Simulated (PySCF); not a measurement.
C₄H₄BF, SMILES C1B(F)C=CC=1. Atoms are numbered in the order given.

```xyz
10

F      0.0000     0.0000     2.1191
B      0.0000     0.0000     0.7964
C      0.0000     1.2696    -0.1498
C      0.0000     0.7573    -1.3956
C      0.0000    -0.7573    -1.3956
C      0.0000    -1.2696    -0.1498
H      0.0000     2.3367     0.0764
H      0.0000     1.3267    -2.3304
H      0.0000    -1.3267    -2.3304
H      0.0000    -2.3367     0.0764
```
Charge 0, spin multiplicity 1.

Coordinates come from a B3LYP-D3(BJ)/def2-SVP optimisation. This is a generated structure with no PubChem entry under its InChIKey; it may be hypothetical.

Level of theory: M06-2X/def2-TZVP run with PySCF.

Isolated molecule, no solvent.

The total energy is -279.53254 hartree and the point group is C2v. The highest occupied level is -7.97 eV, the lowest empty level is -1.72 eV and the orbital gap comes out as 6.26 eV. The dipole moment is 1.76 D. The quadrupole, principal values (traceless, Buckingham form, about the centre of nuclear charge) is -2.91, -0.36, 3.27 D·Å and the mean static polarisability comes out as 53.0 bohr³ (7.86 Å³). The polarisability, principal values is 34.8, 58.7, 65.5 bohr³.
